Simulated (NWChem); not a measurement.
System: SiCl cation, singlet

Computed with NWChem. Pople sets run with spherical d functions. Low-valent species are run as closed-shell singlets; no triplet was tried in these runs. Coordinates come from a B3LYP/6-31G* (spherical d) optimisation. B3LYP is NWChem's, with the RPA form of VWN correlation. Solvent water, SMD (1 M gas to 1 M solution), gas-phase geometry. Reactions with the solvent are ignored.

Task: Taking B3LYP/6-311++G** as the yardstick, which of these has the fewest basis functions while keeping “solvation free energy (kcal/mol)” within 0.3 kcal/mol of it: B3LYP/6-31+G*; B3LYP/STO-3G; B3LYP/6-311G**; B3LYP/6-31G*; B3LYP/3-21G?

Result: B3LYP/6-31G*.
```
level             basis functions  solvation free energy (kcal/mol)
----------------  ---------------  --------------------------------
B3LYP/STO-3G                   18                             -64.4
B3LYP/3-21G                    26                             -64.0
B3LYP/6-31G*                   36                             -61.7
B3LYP/6-31+G*                  44                             -61.8
B3LYP/6-311G**                 52                             -62.0
B3LYP/6-311++G**               60                             -61.8
```

The yardstick is one finite set, not the basis-set limit.
